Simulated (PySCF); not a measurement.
In₂ at PBE0

Computed with PBE0; In cc-pVTZ-PP with ECP28; scalar-relativistic core potentials (PySCF 2.14).

For In₂, the state is ³Πu (triplet), unpaired electrons σ ↑, π ↑. The bond length is 3.043 Å and the harmonic wavenumber is 113 cm⁻¹. The force constant is 0.435 mdyn/Å and the rotational constant Be is 0.03169 cm⁻¹. The anharmonicity ωexe is 0.271 cm⁻¹ and the vibration–rotation constant αe is 0.000116 cm⁻¹. The well depth De to In + In is 1.28 eV, the dissociation energy D0 is 1.27 eV and the bond order (Mayer) is 1.09.

Spin–orbit coupling is left out, which matters for elements this heavy, above all for dissociation energies. The state was picked by a PBE0 search and need not be the measured ground state.
